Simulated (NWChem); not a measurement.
SbCl₂F; SMILES [F][Sb]([Cl])[Cl]

```xyz
4

Sb     0.4389     0.3008     0.0000
F      1.3370    -1.4049     0.0000
Cl    -1.0288    -0.1758    -1.7833
Cl    -1.0288    -0.1758     1.7833
```
Atoms are numbered in this order, from 1.

Results from NWChem. STO-3G and 3-21G are far too small for this property and stand as cheap habits. All runs use the structure optimised with PBE0/def2-SVP. def2 effective core potentials on Sb; no spin-orbit coupling. Field at 589 nm.

```json
[
 {"level": "B3LYP/STO-3G (all-electron, non-relativistic)", "isotropic polarisability (bohr³)": "31.1", "anisotropy (bohr³)": "26.3"},
 {"level": "B3LYP/def2-SVP (core potentials)", "isotropic polarisability (bohr³)": "…", "anisotropy (bohr³)": "26.2"},
 {"level": "B3LYP/def2-SVPD (core potentials)", "isotropic polarisability (bohr³)": "72.4", "anisotropy (bohr³)": "27.0"}
]
```

Task: What belongs in the gaps?

Result: 
- B3LYP/def2-SVP (core potentials), isotropic polarisability (bohr³): 52.6
